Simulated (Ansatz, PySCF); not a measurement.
Molecule: BiH₅, charge 0, multiplicity 1. SMILES: [BiH5]
Geometry: optimised at B3LYP-D3(BJ)/def2-TZVP (Ansatz, an electronic-structure program).

Property: vertical ionisation energy (to the doublet state of charge +1; each state is the SCF solution reached for its spin; the molecule has degenerate orbitals, so one determinant may break the symmetry; the UHF <S^2> is 0.85 for the doublet (pure: 0.75)), in eV. Cores are frozen in the correlated levels unless marked. Open shells are spin-unrestricted. Spin-orbit coupling is left out. The frozen core is the preceding noble-gas configuration, with the filled d and f shells of earlier blocks. Past Kr the def2 sets carry scalar-relativistic core potentials. Basis-set limits of correlation are two-point, X^-3; Hartree-Fock from the larger set. The bracket is a focal-point correction in the basis named.

| level | program | vertical ionisation energy (eV) |
|---|---|---|
| SVWN5/def2-TZVPD | Ansatz | 8.07 |
| PBE/def2-TZVPD | Ansatz | … |
| B3LYP/def2-TZVPD | Ansatz | 8.29 |
| M06-2X/def2-TZVPD | PySCF | 8.22 |
| CAM-B3LYP/def2-TZVPD | Ansatz | 8.29 |
| SCS-MP2/def2-SVPD | Ansatz | 8.30 |
| CCSD/def2-TZVPPD | Ansatz | … |
| RI-MP2/CBS(def2-TZVPPD,def2-QZVPPD)+[CCSD(T)-MP2]/def2-TZVPPD | Ansatz | … |

Question: What belongs in the gaps?

Answer: 
- PBE/def2-TZVPD, vertical ionisation energy (eV): 8.11
- CCSD/def2-TZVPPD, vertical ionisation energy (eV): 8.36
- RI-MP2/CBS(def2-TZVPPD,def2-QZVPPD)+[CCSD(T)-MP2]/def2-TZVPPD, vertical ionisation energy (eV): 8.44
